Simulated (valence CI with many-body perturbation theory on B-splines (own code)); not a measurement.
## E1 transitions of Xe⁴⁶⁺

Level of theory: relativistic CI+MBPT: six valence electrons over a frozen Dirac-Fock core [He], radial functions for each j: 9 s, 9 p, 8 d, 6 f, 3 g, 1 h, with the one-electron correlation potential Σ1 (screened to all orders), the two-electron term Σ2, the three-electron term Σ3, Breit, model QED; selected single and double excitations, second order for the rest, scaled by the run's own slope (own B-spline code, finite nucleus).

The last digits are not significant, and no measured levels were compared; by estimate large intervals hold to a few tenths of a per cent, small ones and those within an open d or f shell to about a per cent. Among the levels kept, up to 2500 cm⁻¹ of a level comes from second order outside the variational space, and about a tenth of that is noise between levels of different J, which matters for small intervals.

Lines 51 to 100 of 248 in falling wavelength, among levels below 5091.6 eV, chosen from the strongest by gf and those to the six lowest levels. Wavelengths and rates use the calculated energies. Electric multipoles are in the length gauge with retardation, E1 and E2 with the static RPA response of the core. Weak lines are less certain than strong ones. Lines between different terms over intervals too small for the method are left out, as are lines whose strength nearly cancels. The highest levels of a list are the least certain.

Levels are named by their leading jj configuration (3d3/2^4 stands for four electrons in 3d with j = 3/2), which in mixed levels can hold well under half, so a name can repeat and another be missing. Letters in brackets count levels of one name in rising energy.

| λ vac (Å) | Upper | Lower | A (s⁻¹) | S (a.u.) |
| --- | --- | --- | --- | --- |
| 72.59 | (2s^2 2p1/2 2p3/2^2 3p3/2) J=4 | (2s^2 2p1/2 2p3/2^2 3s) J=3 | 1.07e+11 | 1.82e-01 |
| 72.48 | (2s^2 2p1/2 2p3/2^2 3d3/2) J=1 [b] | (2s^2 2p1/2 2p3/2^2 3p1/2) J=2 [b] | 3.09e+10 | 1.74e-02 |
| 72.32 | (2s^2 2p1/2 2p3/2^2 3p3/2) J=2 [a] | (2s^2 2p1/2 2p3/2^2 3s) J=2 [a] | 4.78e+10 | 4.46e-02 |
| 72.12 | (2s^2 2p1/2^2 2p3/2 3p3/2) J=3 | (2s^2 2p1/2^2 2p3/2 3s) J=2 | 1.10e+11 | 1.43e-01 |
| 72.07 | (2s^2 2p1/2^2 2p3/2 3p3/2) J=1 | (2s^2 2p1/2^2 2p3/2 3s) J=2 | 2.10e+10 | 1.17e-02 |
| 71.81 | (2s^2 2p1/2 2p3/2^2 3p3/2) J=1 [c] | (2s^2 2p1/2 2p3/2^2 3s) J=1 [b] | 2.64e+10 | 1.45e-02 |
| 70.62 | (2s^2 2p1/2 2p3/2^2 3p3/2) J=1 [c] | (2s^2 2p1/2 2p3/2^2 3s) J=0 | 6.40e+10 | 3.34e-02 |
| 70.13 | (2s^2 2p1/2^2 2p3/2 3d3/2) J=2 | (2s^2 2p1/2^2 2p3/2 3p1/2) J=2 | 3.93e+10 | 3.35e-02 |
| 69.94 | (2s^2 2p1/2 2p3/2^2 3p3/2) J=2 [c] | (2s^2 2p1/2 2p3/2^2 3s) J=1 [b] | 9.66e+10 | 8.15e-02 |
| 69.67 | (2s^2 2p1/2 2p3/2^2 3p3/2) J=1 [a] | (2s^2 2p1/2 2p3/2^2 3s) J=1 [a] | 4.69e+10 | 2.35e-02 |
| 69.65 | (2s^2 2p1/2 2p3/2^2 3d3/2) J=2 [a] | (2s^2 2p1/2 2p3/2^2 3p1/2) J=2 [a] | 4.22e+10 | 3.52e-02 |
| 69.41 | (2s^2 2p1/2^2 2p3/2 3d3/2) J=2 | (2s^2 2p1/2^2 2p3/2 3p1/2) J=1 | 4.31e+10 | 3.55e-02 |
| 68.71 | (2s^2 2p1/2 2p3/2^2 3d5/2) J=1 | (2s^2 2p1/2 2p3/2^2 3p1/2) J=2 [b] | 2.50e+10 | 1.20e-02 |
| 68.65 | (2s^2 2p1/2 2p3/2^2 3d3/2) J=2 [c] | (2s^2 2p1/2 2p3/2^2 3p1/2) J=1 [b] | 3.23e+10 | 2.58e-02 |
| 68.06 | (2s^2 2p1/2 2p3/2^2 3d3/2) J=4 | (2s^2 2p1/2 2p3/2^2 3p1/2) J=3 | 7.40e+10 | 1.04e-01 |
| 68.05 | (2s^2 2p1/2^2 2p3/2 3d3/2) J=3 | (2s^2 2p1/2^2 2p3/2 3p1/2) J=2 | 8.52e+10 | 9.28e-02 |
| 68.04 | (2s^2 2p1/2 2p3/2^2 3p3/2) J=1 [b] | (2s^2 2p1/2 2p3/2^2 3s) J=2 [b] | 4.44e+10 | 2.07e-02 |
| 67.62 | (2s^2 2p1/2 2p3/2^2 3d3/2) J=3 [a] | (2s^2 2p1/2 2p3/2^2 3p1/2) J=2 [a] | 7.23e+10 | 7.73e-02 |
| 67.51 | (2s^2 2p1/2 2p3/2^2 3d3/2) J=1 [a] | (2s^2 2p1/2 2p3/2^2 3p1/2) J=1 [a] | 7.31e+10 | 3.33e-02 |
| 67.39 | (2s^2 2p1/2 2p3/2^2 3d5/2) J=4 [a] | (2s^2 2p1/2 2p3/2^2 3p1/2) J=3 | 1.47e+10 | 1.99e-02 |
| 67.34 | (2s^2 2p1/2^2 2p3/2 3p3/2) J=2 | (2s^2 2p1/2^2 2p3/2 3s) J=1 | 7.69e+10 | 5.80e-02 |
| 67.12 | (2s^2 2p1/2^2 2p3/2 3d3/2) J=1 | (2s^2 2p1/2^2 2p3/2 3p1/2) J=2 | 1.81e+10 | 8.09e-03 |
| 66.96 | (2s^2 2p1/2 2p3/2^2 3d3/2) J=2 [a] | (2s^2 2p1/2 2p3/2^2 3p1/2) J=1 [a] | 4.01e+10 | 2.97e-02 |
| 66.78 | (2s^2 2p1/2 2p3/2^2 3d3/2) J=0 | (2s^2 2p1/2 2p3/2^2 3p1/2) J=1 [a] | 9.17e+10 | 1.35e-02 |
| 66.53 | (2s^2 2p1/2 2p3/2^2 3d5/2) J=2 | (2s^2 2p1/2 2p3/2^2 3p1/2) J=1 [b] | 3.17e+10 | 2.30e-02 |
| 66.46 | (2s^2 2p1/2^2 2p3/2 3d3/2) J=1 | (2s^2 2p1/2^2 2p3/2 3p1/2) J=1 | 7.66e+10 | 3.33e-02 |
| 66.33 | (2s^2 2p1/2 2p3/2^2 3d3/2) J=2 [c] | (2s^2 2p1/2 2p3/2^2 3p1/2) J=2 [b] | 1.94e+10 | 1.40e-02 |
| 66.30 | (2s 2p1/2^2 2p3/2^2 3p1/2) J=3 | (2s^2 2p1/2 2p3/2^2 3p1/2) J=2 [b] | 2.47e+10 | 2.48e-02 |
| 66.08 | (2s^2 2p1/2^2 2p3/2 3d3/2) J=0 | (2s^2 2p1/2^2 2p3/2 3p1/2) J=1 | 9.60e+10 | 1.37e-02 |
| 65.48 | (2s^2 2p1/2 2p3/2^2 3d3/2) J=3 [b] | (2s^2 2p1/2 2p3/2^2 3p1/2) J=3 | 2.89e+10 | 2.80e-02 |
| 65.18 | (2s^2 2p1/2 2p3/2^2 3d3/2) J=2 [b] | (2s^2 2p1/2 2p3/2^2 3p1/2) J=3 | 1.78e+10 | 1.22e-02 |
| 65.03 | (2s^2 2p1/2^2 2p3/2 3p3/2) J=2 | (2s^2 2p1/2^2 2p3/2 3s) J=2 | 6.94e+10 | 4.71e-02 |
| 64.43 | (2s^2 2p1/2 2p3/2^2 3p3/2) J=2 [b] | (2s^2 2p1/2 2p3/2^2 3s) J=2 [b] | 7.85e+10 | 5.18e-02 |
| 62.81 | (2s^2 2p1/2 2p3/2^2 3p3/2) J=2 [b] | (2s^2 2p1/2 2p3/2^2 3s) J=3 | 2.35e+10 | 1.43e-02 |
| 61.75 | (2s^2 2p1/2 2p3/2^2 3p3/2) J=1 [b] | (2s^2 2p1/2 2p3/2^2 3s) J=1 [a] | 7.30e+10 | 2.54e-02 |
| 61.61 | (2s^2 2p1/2^2 2p3/2 3p3/2) J=0 | (2s^2 2p1/2^2 2p3/2 3s) J=1 | 1.92e+11 | 2.21e-02 |
| 60.92 | (2s 2p1/2^2 2p3/2^2 3s) J=3 | (2s^2 2p1/2 2p3/2^2 3s) J=3 | 2.41e+10 | 1.88e-02 |
| 60.20 | (2s^2 2p1/2 2p3/2^2 3p3/2) J=2 [c] | (2s^2 2p1/2 2p3/2^2 3s) J=2 [b] | 1.29e+10 | 6.94e-03 |
| 59.42 | (2s^2 2p1/2 2p3/2^2 3p3/2) J=1 [b] | (2s^2 2p1/2 2p3/2^2 3s) J=2 [a] | 2.78e+10 | 8.65e-03 |
| 59.01 | (2s 2p1/2^2 2p3/2^2 3p1/2) J=3 | (2s^2 2p1/2 2p3/2^2 3p1/2) J=3 | 2.71e+10 | 1.92e-02 |
| 58.76 | (2s^2 2p1/2 2p3/2^2 3p3/2) J=2 [b] | (2s^2 2p1/2 2p3/2^2 3s) J=1 [a] | 1.47e+10 | 7.37e-03 |
| 56.97 | (2s 2p1/2^2 2p3/2^2 3s) J=2 [a] | (2s^2 2p1/2 2p3/2^2 3s) J=2 [b] | 6.04e+10 | 2.76e-02 |
| 55.11 | (2s 2p1/2^2 2p3/2^2 3s) J=3 | (2s^2 2p1/2 2p3/2^2 3s) J=2 [a] | 5.00e+10 | 2.89e-02 |
| 55.02 | (2s 2p1/2^2 2p3/2^2 3p1/2) J=3 | (2s^2 2p1/2 2p3/2^2 3p1/2) J=2 [a] | 2.60e+10 | 1.49e-02 |
| 54.68 | (2s 2p1/2^2 2p3/2^2 3p1/2) J=2 | (2s^2 2p1/2 2p3/2^2 3p1/2) J=1 [a] | 1.86e+10 | 7.50e-03 |
| 51.72 | (2s 2p1/2^2 2p3/2^2 3s) J=1 [a] | (2s^2 2p1/2 2p3/2^2 3s) J=1 [b] | 3.99e+10 | 8.16e-03 |
| 51.10 | (2s 2p1/2^2 2p3/2^2 3s) J=1 [a] | (2s^2 2p1/2 2p3/2^2 3s) J=0 | 3.12e+10 | 6.16e-03 |
| 50.92 | (2s 2p1/2^2 2p3/2^3) J=2 | (2s^2 2p1/2 2p3/2^3) J=2 | 2.00e+10 | 6.52e-03 |
| 47.66 | (2s 2p1/2^2 2p3/2^3) J=2 | (2s^2 2p1/2 2p3/2^3) J=1 | 2.76e+10 | 7.38e-03 |
| 46.04 | (2s 2p1/2 2p3/2^4) J=1 | (2s^2 2p3/2^4) J=0 | 3.32e+10 | 4.79e-03 |
